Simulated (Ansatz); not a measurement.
Pulling on the B1–H3 bond in aminoborane (SMILES BN) (multiplicity 1 held, fragments rigid). Energies count from the point at 1.193 Å.
Geometry at that point (charge 0, multiplicity 1):
```xyz
6

B     -0.7760     0.0448    -0.0030
N      0.6093    -0.0352     0.0024
H     -1.4138    -0.9629    -0.0311
H     -1.2939     1.1191     0.0205
H      1.2097     0.7728     0.0253
H      1.1130    -0.9068    -0.0162
```

Restricted levels (R-, RO-) in cc, def2 and unpolarised 6-31G sets keep to the state of the molecule at rest. U- levels take the lowest unrestricted solution at each point, which mixes spins at long bonds. Active spaces are followed from a long bond inwards. Curves can end on different states.

Cores are frozen in the correlated methods.

Codes used: Ansatz (a program for electronic structure). Each number belongs to the level named beside it.

Energies in kcal/mol.

```csv
R (Å),R-HF/cc-pVDZ,U-HF/cc-pVDZ,U-CCSD(T)/cc-pVDZ,"FIC-MRCISD+Q on CASSCF(2,2)/cc-pVDZ"
0.954,27.2,27.2,28.2,28.2
1.074,5.8,5.8,6.4,6.4
1.193,0.0,0.0,0.0,0.0
1.312,2.9,2.9,2.2,2.2
1.431,10.6,10.6,9.2,9.2
1.610,26.4,26.4,23.6,23.6
1.789,43.8,43.8,39.2,39.2
2.088,71.9,68.6,63.2,62.7
2.386,96.5,79.9,81.8,80.6
2.744,121.2,85.3,96.8,94.5
3.221,146.9,87.5,105.4,103.2
3.817,170.4,88.2,107.2,106.6
```

Doubts at one or more of the structures used: a restricted determinant that unrestricted orbitals would lower (R-HF/cc-pVDZ); a spin-contaminated determinant (U-HF/cc-pVDZ, U-CCSD(T)/cc-pVDZ); T1 above 0.05 (U-CCSD(T)/cc-pVDZ).
